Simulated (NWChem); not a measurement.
## Cl₂Sn

```xyz
3

Sn     0.0000     0.0000     0.6266
Cl     1.8492     0.0000    -0.9215
Cl    -1.8492     0.0000    -0.9215
```
Charge 0, spin multiplicity 1.

The numbers come from NWChem runs, not from measurements. The geometry was optimised at PBE/def2-SVP with def2 effective core potentials on Sn, a minimum by its harmonic frequencies.

Symmetry labels belong to the abelian group C2v used in the runs, with the axes of the coordinates shown.

Effective core potentials replace the inner electrons of Sn; spin-orbit coupling is left out. The structure started from a generated list of species.

Task: List the lowest 3 singlet excitations that CIS/def2-SVPD with def2 effective core potentials on Sn gives, with oscillator strengths.

Result: 
```csv
state,symmetry,energy (eV),wavelength (nm),f
1,b2,4.37,284,0.091
2,a2,6.06,204,0.000
3,b1,6.45,192,0.016
```
